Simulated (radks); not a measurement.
Values are calculated unless marked as measured or tabulated.
Task: The mean radii <r> (bohr) of the occupied orbitals of an atom or ion are listed with their occupations. Level of theory: non-relativistic Kohn-Sham, LDA (Slater exchange, Perdew-Wang correlation), spin-unpolarised, spherical densities, point nucleus (a radial shooting solver on a logarithmic mesh with Libxc functionals).

| orbital | occ. | <r> |
|---|---|---|
| 1s | 2 | 0.01870 |
| 2s | 2 | 0.07867 |
| 2p | 6 | 0.06644 |
| 3s | 2 | 0.1964 |
| 3p | 6 | 0.1868 |
| 3d | 10 | 0.1628 |
| 4s | 2 | 0.3974 |
| 4p | 6 | 0.3945 |
| 4d | 8 | 0.3842 |

Name the element and its charge.

Result: Z = 81, thallium, charge +37: Tl37+ in [Kr] 4d8. The 1s radius gives Z: for a bare nucleus <r> = 1.5/Z, 0.01852 bohr for Z = 81, and screening makes it slightly larger (0.01870 here). The occupations add up to 44, and the charge is Z minus that.
